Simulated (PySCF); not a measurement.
C6H8O3.
SMILES: `C=CC(=O)COC(C)=O`

Theory: TDDFT PBE0/def2-SVPD, vertical, gas phase, core orbitals frozen in the response (PySCF). The structure is a single GFN2-xTB conformer in the gas phase; no vibrational or solvent corrections. Torsions of this conformer, `[CH2:1]=[CH:2][C:3](=[O:4])[CH2:5][O:6][C:7]([CH3:8])=[O:9]`: C1–C2–C3–O4 7°, C2–C3–C5–O6 174°, C3–C5–O6–C7 -70°, C5–O6–C7–C8 173°.

Computed states:

```
state  E (eV)       f
   S1    3.79  0.0001
   S2    5.19  0.0033
   S3    6.01   0.046
   S4    6.02   0.211
   S5    6.11   0.049
   S6    6.79   0.021
```

Each state is given a Gaussian of 0.25 eV full width at half maximum, with ε(max) = 2.175×10⁸ f / Δν̃ (Δν̃ the width in cm⁻¹). The width is an assumption, not a result. The curve ends short of the highest state used, and states not computed would add to its high-energy end.

Task: Give the broadened spectrum and its maxima.

Result: 
```
λ (nm)  ε (L mol⁻¹ cm⁻¹)
 200.3             11859
 203.3             26455
 206.3             30832
 209.2             19770
 212.2              6987
 215.2              1422
 218.1               188
 221.1                15
 224.1                 3
 227.0                14
 230.0                62
 233.0               170
 235.9               298
 238.9               358
 241.9               295
 244.8               176
 247.8                75
 250.8                23
 253.7                 6
 256.7                 1
 259.7                 0
 262.6                 0
 265.6                 0
 268.6                 0
 271.6                 0
 274.5                 0
 277.5                 0
 280.5                 0
 283.4                 0
 286.4                 0
 289.4                 0
 292.3                 0
 295.3                 0
 298.3                 0
 301.2                 0
 304.2                 0
 307.2                 1
 310.1                 2
 313.1                 3
 316.1                 5
 319.0                 8
 322.0                10
 325.0                11
 327.9                12
 330.9                11
 333.9                 9
 336.8                 7
 339.8                 5
 342.8                 3
 345.7                 2
 348.7                 1
 351.7                 1
 354.6                 0
 357.6                 0
 360.6                 0
 363.5                 0
```

Maxima: 328 nm (3.78 eV), ε about 12, made up of S1 (100%); 239 nm (5.19 eV), ε about 360, made up of S2 (100%); 205 nm (6.03 eV), ε about 31000, made up of S3 (15%), S4 (72%) and S5 (13%) (ε in L mol⁻¹ cm⁻¹; maxima over ε = 5, shares over 10%).

Task: What would ε be at 6.03 eV, the highest of these maxima, with half the width (0.125 eV)?

Result: About 57500 L mol⁻¹ cm⁻¹ against 31500, a factor of about 1.8; a lone state at its own centre would give exactly 2.

Task: Coming from long wavelengths, where does ε first pass 100 L mol⁻¹ cm⁻¹?

Result: At about 247 nm (5.02 eV), 1.24 eV above S1.

Task: On this curve, what absorbance would a 10⁻⁵ mol/L sample give at 254 nm over a 1 cm path?

Result: 254 nm is 4.881 eV, where ε is about 5 L mol⁻¹ cm⁻¹, so A = ε c l ≈ 5e-05 (Beer–Lambert, with the gas-phase spectrum and the assumed width).
